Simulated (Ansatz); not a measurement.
Born–Oppenheimer molecular dynamics of C2H7FSi (11 atoms, charge 0, multiplicity 1). It starts from a relaxed structure.

Method: RKS PBE0-D4/6-31G (Ansatz 0.2.0).

```
ensemble        : NVT, Langevin thermostat
time step       : 1 fs
steps asked     : 150
set temperature : 3000 K
friction        : 0.05 /fs
seed            : 97081
```

Frames 5 fs apart, positions in Å.

Velocities at 80 fs (Å/ps):

```
Si 1.05 1.18 -3.64
F -10.77 1.93 -11.64
C 0.38 4.55 16.85
H -72.73 50.47 -3.41
H 118.91 30.82 -2.64
H -61.58 -23.27 43.18
H -35.25 -99.17 -32.79
C 9.18 1.32 1.23
H -39.35 -50.19 -114.35
H -62.84 77.77 21.26
H -27.12 35.83 19.69
```

```xyz
11
Properties=species:S:1:pos:R:3 time_fs=80 energy_less_start_eV=3.027 T=2984
Si -0.186 0.019 0.322
F 0.172 -1.182 1.407
C 1.710 0.305 -0.456
H 2.511 0.959 -0.202
H 2.054 -0.741 0.164
H 2.050 0.033 -1.486
H -1.153 0.865 0.600
C -0.845 -1.053 -1.064
H -1.817 -0.730 -1.268
H -0.309 -1.104 -2.112
H -1.330 -2.006 -0.555
11
Properties=species:S:1:pos:R:3 time_fs=85 energy_less_start_eV=2.956 T=2109
Si -0.163 -0.001 0.278
F 0.139 -1.192 1.380
C 1.721 0.319 -0.359
H 2.198 1.372 -0.053
H 2.416 -0.422 0.009
H 1.753 0.052 -1.370
H -1.565 0.647 0.823
C -0.855 -1.052 -1.087
H -2.014 -0.719 -1.609
H -0.557 -0.934 -2.062
H -1.218 -1.903 -0.601
11
Properties=species:S:1:pos:R:3 time_fs=90 energy_less_start_eV=3.346 T=1972
Si -0.132 -0.041 0.278
F 0.139 -1.205 1.352
C 1.703 0.307 -0.261
H 1.750 1.471 -0.018
H 2.727 -0.118 -0.044
H 1.391 0.161 -1.472
H -1.531 0.650 0.972
C -0.943 -1.049 -1.131
H -1.850 -0.530 -1.537
H -0.642 -1.252 -2.340
H -1.044 -2.067 -0.601
11
Properties=species:S:1:pos:R:3 time_fs=95 energy_less_start_eV=3.661 T=1666
Si -0.131 -0.079 0.293
F 0.144 -1.234 1.323
C 1.662 0.293 -0.234
H 1.603 1.383 -0.185
H 2.726 0.255 0.027
H 1.196 0.488 -1.186
H -1.135 0.727 0.948
C -1.025 -1.103 -1.198
H -1.901 -0.502 -1.240
H -0.635 -1.534 -2.074
H -1.010 -1.953 -0.565
11
Properties=species:S:1:pos:R:3 time_fs=100 energy_less_start_eV=3.247 T=1925
Si -0.155 -0.121 0.282
F 0.102 -1.284 1.293
C 1.597 0.408 -0.238
H 1.552 1.558 0.047
H 2.678 -0.014 -0.039
H 1.381 0.412 -1.327
H -0.872 0.974 1.002
C -1.095 -1.103 -1.191
H -2.014 -0.578 -0.985
H -0.477 -1.825 -1.952
H -1.365 -1.986 -0.330
11
Properties=species:S:1:pos:R:3 time_fs=105 energy_less_start_eV=2.496 T=3174
Si -0.148 -0.145 0.236
F 0.071 -1.395 1.256
C 1.576 0.553 -0.223
H 1.800 1.502 0.143
H 2.374 -0.202 -0.142
H 1.511 0.253 -1.415
H -0.980 1.084 0.941
C -1.112 -1.113 -1.129
H -2.253 -0.824 -1.302
H -0.426 -1.681 -1.983
H -1.604 -1.810 -0.338
11
Properties=species:S:1:pos:R:3 time_fs=110 energy_less_start_eV=2.449 T=3773
Si -0.137 -0.117 0.164
F 0.065 -1.521 1.247
C 1.534 0.595 -0.207
H 2.014 1.601 0.182
H 2.172 -0.351 0.137
H 1.707 0.730 -1.308
H -1.403 0.871 0.878
C -1.150 -1.122 -1.028
H -2.093 -1.101 -1.729
H -0.486 -1.325 -1.779
H -1.567 -1.923 -0.449
11
Properties=species:S:1:pos:R:3 time_fs=115 energy_less_start_eV=4.712 T=2221
Si -0.167 -0.117 0.150
F 0.099 -1.549 1.236
C 1.555 0.612 -0.162
H 1.867 1.544 0.270
H 2.073 -0.196 0.444
H 1.818 1.046 -1.172
H -1.369 0.240 0.681
C -1.183 -1.125 -0.921
H -1.668 -1.011 -1.940
H -0.089 -1.553 -1.893
H -1.505 -2.175 -0.487
11
Properties=species:S:1:pos:R:3 time_fs=120 energy_less_start_eV=4.259 T=4134
Si -0.223 -0.094 0.197
F 0.155 -1.562 1.230
C 1.556 0.617 -0.123
H 1.935 1.605 0.454
H 2.112 -0.075 0.576
H 1.820 0.962 -1.218
H -1.551 0.137 1.008
C -1.144 -1.161 -0.938
H -1.493 -0.554 -1.817
H -0.207 -1.883 -1.331
H -1.292 -2.094 -0.650
11
Properties=species:S:1:pos:R:3 time_fs=125 energy_less_start_eV=3.639 T=3175
Si -0.291 -0.106 0.268
F 0.218 -1.532 1.212
C 1.533 0.657 -0.065
H 1.784 1.611 0.593
H 2.180 -0.110 0.490
H 1.867 0.502 -1.037
H -1.564 0.459 1.411
C -1.108 -1.163 -1.000
H -1.484 -0.306 -1.664
H -0.285 -1.724 -1.089
H -1.734 -2.191 -0.499
11
Properties=species:S:1:pos:R:3 time_fs=130 energy_less_start_eV=3.561 T=4339
Si -0.350 -0.128 0.363
F 0.281 -1.492 1.193
C 1.504 0.633 0.024
H 1.470 1.598 0.548
H 2.115 -0.304 0.369
H 1.800 0.375 -1.147
H -1.137 0.863 1.266
C -1.153 -1.108 -1.017
H -1.420 -0.453 -1.853
H 0.196 -1.435 -1.413
H -1.945 -1.661 -0.986
11
Properties=species:S:1:pos:R:3 time_fs=135 energy_less_start_eV=4.758 T=3317
Si -0.377 -0.158 0.468
F 0.281 -1.506 1.200
C 1.501 0.529 0.045
H 1.553 1.686 0.449
H 2.155 -0.432 0.441
H 1.565 0.746 -0.948
H -0.842 1.221 1.031
C -1.102 -1.012 -1.112
H -1.152 -0.497 -2.186
H 0.056 -1.293 -1.546
H -2.278 -1.536 -1.424
```

Of the whole run (150 fs, mean temperature of the second half 2762 K): A run of 0.15 ps of so small a system gives no equilibrium averages. Limits of this set-up: no polarisation functions.

Time of the run: 5.1 min on 1 thread of Arm Neoverse V2, with other jobs on the host, peak memory 0.12 GiB.
